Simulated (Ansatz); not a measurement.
Total energies of `[CH3][Ge]([CH3])([CH3])[Ge]([CH3])([CH3])[Ge]([CH3])([CH3])[Ge]([CH3])([CH3])[CH3]` from Ansatz at PBE0-D4/def2-TZVP, gas phase (1 Eh = 27.2114 eV = 2625.5 kJ/mol). The reference geometry is relaxed at PBE-D4/def2-SVP.

| state | geometry | energy (Eh) |
| --- | --- | --- |
| charge 0 singlet | reference | -8705.90199 |
| charge 1 doublet | reference | -8705.62539 |
| charge 1 doublet | relaxed at PBE-D4/def2-SVP | -8705.64551 |
| charge -1 doublet | reference | -8705.85288 |
| charge -1 doublet | relaxed at PBE-D4/def2-SVP | -8705.88433 |
| free C atom (triplet) | – | -37.80537 |
| free Ge atom (triplet) | – | -2076.65516 |
| free H atom (doublet) | – | -0.50104 |

Single mean-field runs in def2-TZVP are fitted with def2-universal-jkfit.

Question: Work out the vertical ionisation energy to the doublet.

Answer: E(charge 1 doublet) − E(charge 0 singlet) = -8705.62539 − (-8705.90199) = 0.27660 Eh = 7.53 eV. For comparison, −ε of the highest occupied level is 6.20 eV at this level, 1.33 eV less.

Question: Work out the vertical electron affinity, to the doublet.

Answer: E(charge 0 singlet) − E(charge -1 doublet) = -8705.90199 − (-8705.85288) = -0.04911 Eh = -1.34 eV; negative, so the extra electron isn't bound. The basis lacks diffuse functions, which makes affinities too small.

Question: Give the fundamental gap IE − EA, the Mulliken electronegativity (IE + EA)/2 and the hardness (IE − EA)/2.

Answer: From the values in Eh: IE − EA = 0.27660 − (-0.04911) = 0.32571 Eh = 8.86 eV; (IE + EA)/2 = 3.10 eV; (IE − EA)/2 = 4.43 eV. The HOMO–LUMO gap of the same run is 6.49 eV, 2.37 eV smaller than the fundamental gap.

Question: How much does the charge 1 doublet relax, and what is the adiabatic ionisation energy?

Answer: Relaxation: -8705.62539 − (-8705.64551) = 0.02012 Eh = 0.55 eV. Adiabatic ionisation energy: 0.25648 Eh = 6.98 eV, without zero-point energy. 

Question: How much does the charge -1 doublet relax, and what is the adiabatic electron affinity?

Answer: Relaxation: -8705.85288 − (-8705.88433) = 0.03145 Eh = 0.86 eV. Adiabatic electron affinity: -0.01766 Eh = -0.48 eV, without zero-point energy. 

Question: What is the binding energy per atom against free atoms?

Answer: Atoms: 10 × (-37.80537) + 4 × (-2076.65516) + 30 × (-0.50104) = -8699.70554 Eh. Binding: -8699.70554 − (-8705.90199) = 6.19645 Eh = 168.61 eV, or 3.83 eV for each of 44 atoms (no zero-point energy, no counterpoise term).

At PBE0-D4/def2-TZVP the highest occupied level of the charge -1 doublet lies above zero (up to 2.48 eV). By energy differences it is unbound by 1.34 eV (vertical, against the charge 0 singlet, at PBE0-D4/def2-TZVP) and held by the finite basis. At PBE0-D4/def2-TZVP the highest occupied level of the relaxed charge -1 doublet lies above zero (up to 0.28 eV). By energy differences it is unbound by 0.48 eV (each at its own geometry, against the charge 0 singlet, at PBE0-D4/def2-TZVP) and held by the finite basis.
